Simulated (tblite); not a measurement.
C4H12Si.
Numbering: `[CH3:1][CH2:2][CH2:3][SiH2:4][CH3:5]` (hydrogens: H6, H7, H8 on C1; H9, H10 on C2; H11, H12 on C3; H13, H14 on Si4; H15, H16, H17 on C5)

Computed with GFN2-xTB (tblite), gas phase: L-BFGS steps from a force-field or distance-geometry start until the largest atomic force falls under 0.01 eV/Å.

At the end of the run (lengths in Å): Si4–C5 1.899, Si4–H13 1.470, C3–Si4 1.905, Si4–H14 1.470, C2–H9 1.092, C5–H17 1.087, C1–H6 1.088, C3–Si4–C5 110.6°, C2–C3–Si4 113.9°, C1–C2–C3 111.9°, C1–C2–C3–Si4 -179°, C2–C3–Si4–C5 -63°.

Task: These geometries were met on the way; a selection of coordinates is given. Order them by energy above the end point, lowest first.
A. Si4–C5 1.880, Si4–H13 1.472, C3–Si4 1.888, Si4–H14 1.470, C2–H9 1.094, C5–H17 1.084, C1–H6 1.090, C3–Si4–C5 111.2°, C2–C3–Si4 115.4°, C1–C2–C3 111.2°, C1–C2–C3–Si4 -179°, C2–C3–Si4–C5 -62°
B. Si4–C5 1.900, Si4–H13 1.471, C3–Si4 1.906, Si4–H14 1.471, C2–H9 1.093, C5–H17 1.086, C1–H6 1.089, C3–Si4–C5 110.4°, C2–C3–Si4 115.0°, C1–C2–C3 111.4°, C1–C2–C3–Si4 -179°, C2–C3–Si4–C5 -63°
C. Si4–C5 1.835, Si4–H13 1.493, C3–Si4 1.883, Si4–H14 1.484, C2–H9 1.106, C5–H17 1.100, C1–H6 1.098, C3–Si4–C5 112.5°, C2–C3–Si4 115.1°, C1–C2–C3 111.1°, C1–C2–C3–Si4 -179°, C2–C3–Si4–C5 -61°
D. Si4–C5 1.894, Si4–H13 1.458, C3–Si4 1.899, Si4–H14 1.464, C2–H9 1.093, C5–H17 1.086, C1–H6 1.087, C3–Si4–C5 110.2°, C2–C3–Si4 115.7°, C1–C2–C3 111.5°, C1–C2–C3–Si4 -179°, C2–C3–Si4–C5 -63°
E. Si4–C5 1.896, Si4–H13 1.465, C3–Si4 1.903, Si4–H14 1.468, C2–H9 1.092, C5–H17 1.088, C1–H6 1.087, C3–Si4–C5 109.8°, C2–C3–Si4 115.7°, C1–C2–C3 111.8°, C1–C2–C3–Si4 -178°, C2–C3–Si4–C5 -63°

Result: B (0.002 eV), E (0.005 eV), D (0.012 eV), A (0.025 eV), C (0.087 eV).

```csv
step,E above end (eV),"rms distance from the end, all atoms (Å)",largest force (eV/Å),rms shift of all bonds from the end (Å)
10,0.002,0.021,0.048,0.001
5,0.005,0.025,0.140,0.002
3,0.012,0.029,0.218,0.004
1,0.025,0.033,0.526,0.007
0,0.087,0.036,1.796,0.020
```

Rows stand in the order of the answer.
